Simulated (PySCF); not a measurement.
SiHI3, SMILES I[SiH](I)I.

The structure is a stationary point at PBE0-D3(BJ)/def2-SVP. The def2 effective core potentials stand for the cores of I; spin–orbit coupling is left out.

Method: PBE0-D3(BJ)/def2-SVP (PySCF).

Frequencies are harmonic and unscaled.

Modes within 1.5 cm⁻¹ of each other (mostly degenerate sets) share a row, with their intensities summed.

| mode | ν (cm⁻¹) | IR (km/mol) | moving atoms (share of kinetic energy) |
|---|---|---|---|
| 1–2 | 74 | 0.3 | I 95 % |
| 3 | 119 | 0.2 | I 83 %, Si 16 % |
| 4 | 290 | 5.2 | Si 73 %, I 24 % |
| 5–6 | 409 | 190.0 | Si 83 %, I 14 % |
| 7–8 | 726 | 325.1 | H 95 % |
| 9 | 2271 | 42.2 | H 97 % |
